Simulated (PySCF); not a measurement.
## Nonlinear optical response: SMILES N#CC=C=C(C#N)C(F)(F)F, C$_{6}$HF$_{3}$N$_{2}$

Geometry (Å), atoms numbered from 1 in this order:
```xyz
12

N     3.3186    1.3698    1.5034
C     2.6758    0.6424    0.8713
C     1.9098   -0.2750    0.0904
C     0.6408   -0.0966   -0.1834
C    -0.6347    0.0544   -0.4609
C    -1.0723    0.7412   -1.6367
N    -1.4437    1.2937   -2.5842
C    -1.7078   -0.5117    0.4599
F    -2.5418    0.4480    0.8382
F    -2.4085   -1.4447   -0.1753
F    -1.1615   -1.0543    1.5388
H     2.4217   -1.1695   -0.2901
```

Level of theory: PySCF 2.14.0, quadratic response CAM-B3LYP/aug-cc-pVDZ first hyperpolarisability, Taylor convention, gas phase. Geometry: PBE0-D3(BJ)/def2-SVP.

(1) What is the first hyperpolarisability, and how does it disperse?

(2) Which lowest excitations, dipole and polarisabilities go with it?

Results:

(1) In au, Taylor convention; the vector part is βᵢ = ⅓ Σⱼ (βᵢⱼⱼ + βⱼᵢⱼ + βⱼⱼᵢ); β∥ is 3/5 of the vector part along the dipole, the dipole points from − to +:
| process | λ (nm) | β vector norm | β∥ | β HRS | depolarisation ratio |
| --- | --- | --- | --- | --- | --- |
| static β(0;0,0) | ∞ | 174.9 | -14.1 | 65.5 | 7.69 |
| second harmonic β(−2ω;ω,ω) | 1907 | 180.2 | -15.7 | 67.5 | 7.69 |
| Pockels β(−ω;ω,0) | 1907 | 176.6 | -14.6 | – | – |
| second harmonic β(−2ω;ω,ω) | 1064 | 193.4 | -20.0 | 72.3 | 7.64 |
| Pockels β(−ω;ω,0) | 1064 | 180.6 | -15.8 | – | – |

(2) S1 5.23 eV (f = 0.001); S2 5.42 eV (f = 0.000); S3 6.28 eV (f = 0.362); dipole 3.36 D; isotropic α 87.7 au static, 88.1 au at 1907 nm, 88.9 au at 1064 nm, 89.1 au at 953.5 nm, 92.6 au at 532 nm.
